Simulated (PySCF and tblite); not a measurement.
Results of a calculation; reference values are marked as such.
C8H11NO, numbered as in [CH2:1]=[CH:2]/[CH:3]=[CH:4]\[C:5](=[CH2:6])[NH:7][C:8]([CH3:9])=[O:10].

Geometries GFN2-xTB; weights from B3LYP-D3(BJ)/def2-SVP energies and GFN2-xTB thermal corrections, with symmetry numbers and mirror pairs. Conformers within 5 kcal/mol (GFN2-xTB free energy) were kept, 9 at most. Programs: PySCF with density fitting and tblite.

Rotational constants are equilibrium values for the commonest isotopes; dipoles come from the energy level named.

Torsions listed: C1–C2–C3–C4, C3–C4–C5–N7, C4–C5–N7–C8, C5–N7–C8–O10. Of a mirror pair one member is shown.

```csv
conformer,shape,symmetry,weight %
1,"172°, -34°, 167°, -1°",C1 (pair),63.3
2,"171°, 141°, 178°, 0°",C1 (pair),28.7
3,"175°, 135°, -18°, 3°",C1 (pair),6.0
4,"38°, 28°, -168°, -2°",C1 (pair),2.1
5,"38°, -140°, 180°, 1°",C1 (pair),0.0
6,"36°, -129°, 14°, -2°",C1 (pair),0.0
```

Sets of constants, in random order:

| set | A (MHz) | B (MHz) | C (MHz) | abs μa (D) | abs μb (D) | abs μc (D) |
| --- | --- | --- | --- | --- | --- | --- |
| P | 2293 | 841 | 765 | 1.27 | 2.69 | 0.86 |
| Q | 1855 | 1059 | 754 | 2.65 | 1.97 | 1.56 |
| R | 2721 | 696 | 608 | 1.76 | 2.73 | 0.65 |
| S | 2885 | 675 | 628 | 0.95 | 3.32 | 1.17 |
| T | 1848 | 899 | 642 | 2.75 | 1.51 | 1.77 |
| U | 3631 | 571 | 526 | 0.70 | 3.54 | 0.32 |

(1) Match each set to its conformer.

## Answers

(1) P is conformer 6, Q is conformer 4, R is conformer 3, S is conformer 5, T is conformer 1, U is conformer 2.
